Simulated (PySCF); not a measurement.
Cd(F)(OMe) (CH3CdFO), SMILES C[O][Cd][F].

Geometry: PBE0-D3(BJ)/def2-SVP. The def2 effective core potentials stand for the cores of Cd; spin–orbit coupling is left out. The values are those of a single conformer.

The numbers are results of C-PCM-PBE0/def2-SVP (PySCF), not measurements.

The values are the electrostatic part of the solvation free energy, E(continuum) − E(gas) at the gas-phase geometry, in a cavity of scaled van der Waals radii (PySCF's table); cavitation and dispersion terms are not included. A continuum can't describe solvent molecules that bind to the metal. In vacuum the orbital gap is 5.65 eV. The dipole moment in vacuum is 1.75 D.

```tsv
solvent	ε	ΔG(elec) (kcal/mol)	dipole (D)	gap (eV)
water	78.36	-17.7	1.76	6.08
acetone	20.49	-16.9	1.76	6.06
chloroform	4.71	(withheld)	(withheld)	(withheld)
```

Question: What belongs in the gaps? (Estimate from the structure and the level; the computed values follow.)

Answer: 
- chloroform, ΔG(elec) (kcal/mol): -13.7
- chloroform, dipole (D): 1.76
- chloroform, gap (eV): 5.98
